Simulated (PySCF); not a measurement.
VOCl2, SMILES [O]=[V+]([Cl])[Cl], charge +1, multiplicity 1. Heavy atoms are numbered as in [V+:1](=[O:2])([Cl:3])[Cl:4].

Coordinates come from a PBE0-D3(BJ)/def2-SVP optimisation. The multiplicity is an assumed one; other spin states were not compared. The isomer is the one that the SMILES or the coordinates give; other isomers of the formula were not compared.

Computed with PBE0/pcSseg-1 (PySCF).

GIAO shieldings, no solvent; atoms alike by connectivity are averaged. δ = σ(ref) − σ: ¹⁷O against H2O (σ = 334.2 ppm); ³⁵Cl against HCl (σ = 945.9 ppm), references at their B3LYP-D3(BJ)/def2-TZVP geometries, non-relativistic (without spin–orbit terms, shifts of atoms bonded to Cl or Br come out too high).

Computed chemical shifts:
```csv
nucleus,atoms,count,δ (ppm)
¹⁷O,O2,1,1679.4
³⁵Cl,Cl3,2,1790.7
```
